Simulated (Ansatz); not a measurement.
Steps of a relaxation of C3H6Sn, SMILES `C1=[CH][SnH2][CH2]1` with RKS PBE-D4/def2-SVP.

```sh
$ ansatz run in.yaml --threads 4 --pin off --events-out ev --progress --plain --max-ram 10444MiB
```

```yaml
crystal:
  periodic: [false, false, false]
  atoms:
    - {symbol: C, position_ang: [-0.719500, 1.044000, 0.001700]}
    - {symbol: C, position_ang: [-1.224500, -0.173500, 0.343800]}
    - {symbol: Sn, position_ang: [0.564300, -1.274300, 0.062800]}
    - {symbol: C, position_ang: [0.719400, 0.699300, -0.308200]}
    - {symbol: H, position_ang: [-1.263800, 2.043800, -0.078200]}
    - {symbol: H, position_ang: [-2.197000, -0.502100, 0.663800]}
    - {symbol: H, position_ang: [0.584600, -2.285100, -1.347500]}
    - {symbol: H, position_ang: [1.368000, -1.716500, 1.592600]}
    - {symbol: H, position_ang: [0.898600, 0.900800, -1.326600]}
    - {symbol: H, position_ang: [1.352900, 1.212400, 0.398800]}
basis:
  gaussian: {orbitals: def2-SVP}
hamiltonian: {xc: pbe, dispersion: d4}
relax: {f_tol: 0.03, max_steps: 200}
```

Positions (Å) and forces (eV/Å) along the path, 7 of 7 steps:

```xyz
10
step=1 energy=-9030.3410 eV
C    -0.720    1.044    0.002   -0.586   -1.430    0.222
C    -1.224   -0.173    0.344   -1.189    0.092    0.354
Sn    0.564   -1.274    0.063    0.014   -2.767    1.064
C     0.719    0.699   -0.308    0.066    3.476    0.175
H    -1.264    2.044   -0.078    0.676   -0.869    0.117
H    -2.197   -0.502    0.664   -1.203    0.203    0.235
H     0.585   -2.285   -1.347    0.172   -0.109    0.282
H     1.368   -1.716    1.593   -0.208   -0.149   -0.706
H     0.899    0.901   -1.327    1.103    0.828   -1.857
H     1.353    1.212    0.399    1.154    0.725    0.113
10
step=2 energy=-9031.2316 eV
C    -0.731    0.962   -0.005    0.008   -0.157    0.252
C    -1.319   -0.209    0.384    0.267    0.193   -0.189
Sn    0.525   -1.289    0.113   -0.003   -0.485   -0.229
C     0.765    0.812   -0.343   -0.988    0.191    0.348
H    -1.241    1.956   -0.044    0.048   -0.220   -0.044
H    -2.354   -0.433    0.685   -0.026    0.291   -0.029
H     0.662   -2.382   -1.219   -0.009   -0.104   -0.012
H     1.369   -1.872    1.471    0.172   -0.214    0.339
H     0.985    1.046   -1.387    0.290    0.243   -0.446
H     1.422    1.359    0.349    0.240    0.261    0.011
10
step=3 energy=-9031.2902 eV
C    -0.725    0.971    0.031    0.101   -0.274   -0.292
C    -1.310   -0.210    0.373    0.250    0.089    0.041
Sn    0.543   -1.314    0.110   -0.014   -0.018   -0.069
C     0.759    0.846   -0.346   -0.582    0.028    0.320
H    -1.260    1.944   -0.049    0.038   -0.062    0.109
H    -2.355   -0.403    0.666    0.019    0.153   -0.033
H     0.662   -2.453   -1.195   -0.007    0.011    0.003
H     1.368   -1.958    1.489    0.001   -0.007    0.045
H     0.971    1.107   -1.399    0.085    0.040   -0.091
H     1.430    1.420    0.323    0.110    0.039   -0.033
10
step=4 energy=-9031.2964 eV
C    -0.737    0.959   -0.015    0.261   -0.065    0.249
C    -1.300   -0.214    0.377    0.088   -0.006   -0.092
Sn    0.550   -1.324    0.098    0.002    0.106    0.106
C     0.751    0.857   -0.345   -0.306   -0.040   -0.134
H    -1.270    1.934   -0.037   -0.007   -0.051   -0.068
H    -2.342   -0.377    0.697    0.015    0.048   -0.054
H     0.662   -2.471   -1.202   -0.004    0.040    0.014
H     1.357   -1.981    1.497   -0.040    0.044   -0.078
H     1.002    1.117   -1.397    0.016   -0.010    0.077
H     1.409    1.447    0.329   -0.023   -0.067   -0.020
10
step=5 energy=-9031.3037 eV
C    -0.730    0.960    0.008    0.149   -0.039    0.008
C    -1.300   -0.216    0.376    0.046   -0.021   -0.028
Sn    0.550   -1.319    0.105   -0.005    0.029    0.010
C     0.748    0.852   -0.349   -0.177    0.003    0.039
H    -1.267    1.932   -0.030   -0.005   -0.019   -0.014
H    -2.348   -0.380    0.674    0.012    0.044   -0.003
H     0.664   -2.457   -1.200    0.001    0.005    0.008
H     1.359   -1.966    1.501   -0.019    0.022   -0.037
H     0.986    1.116   -1.402    0.005   -0.016    0.043
H     1.422    1.427    0.321   -0.009   -0.007   -0.027
10
step=6 energy=-9031.3049 eV
C    -0.728    0.958    0.012    0.063    0.001   -0.037
C    -1.299   -0.217    0.376   -0.001   -0.030    0.006
Sn    0.550   -1.318    0.104    0.002    0.002    0.002
C     0.745    0.851   -0.346   -0.053    0.010    0.022
H    -1.267    1.928   -0.033   -0.005   -0.002    0.008
H    -2.348   -0.374    0.672    0.000    0.018    0.000
H     0.665   -2.455   -1.201    0.000    0.001    0.001
H     1.359   -1.962    1.497   -0.003    0.004   -0.006
H     0.984    1.111   -1.399   -0.002   -0.001    0.017
H     1.422    1.426    0.320    0.000   -0.004   -0.014
10
step=7 energy=-9031.3051 eV
C    -0.727    0.957    0.011   -0.008   -0.014    0.006
C    -1.299   -0.218    0.375    0.011    0.020   -0.006
Sn    0.550   -1.318    0.104   -0.002   -0.003    0.001
C     0.744    0.850   -0.345   -0.001   -0.002   -0.001
H    -1.267    1.927   -0.032    0.002   -0.003    0.002
H    -2.349   -0.369    0.672    0.000   -0.001   -0.001
H     0.666   -2.456   -1.201    0.000    0.000    0.000
H     1.360   -1.961    1.497   -0.001    0.001   -0.001
H     0.984    1.111   -1.397    0.000   -0.001   -0.004
H     1.422    1.425    0.319   -0.002    0.003    0.003
```

Hardware: 4 threads of an Arm Neoverse V2 on a shared host. Wall time 7 s, peak host memory 0.14 GiB.
